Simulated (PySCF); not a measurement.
## How methods differ on the ionisation energy of Se²⁺

Se²⁺ [Ar] 3d10 4s2 4p2 (3P) → Se³⁺ [Ar] 3d10 4s2 4p1 (2P), as a difference of total energies. Calculation: PySCF 2.14, in ANO-RCC-VTZP (6s5p3d1f, 43 functions); the spin-free X2C one-electron Hamiltonian (Gaussian nucleus). Correlated levels: valence and next inner shell: [Ne] frozen. The calculations carry no spin-orbit coupling.

| method | ionisation energy (eV) |
| --- | --- |
| UHF | 30.998 |
| MP2 (valence and next inner shell) | 31.474 |
| SCS-MP2 (valence and next inner shell) | 31.371 |
| CCSD (valence and next inner shell) | 31.480 |
| CCSD(T) (valence and next inner shell) | 31.507 |

Problem. How much does correlation contribute at CCSD(T) (valence and next inner shell)?

Solution. 31.507 − (30.998) = 0.509 eV, measured against UHF.

The reference lies between the lowest fine-structure levels, while these numbers refer to the centres of the terms.

Errors of the correlated levels include the incompleteness of this basis and the frozen core.

For comparison: 31.697 ± 0.019 eV (measured; NIST Atomic Spectra Database, ionization energies).
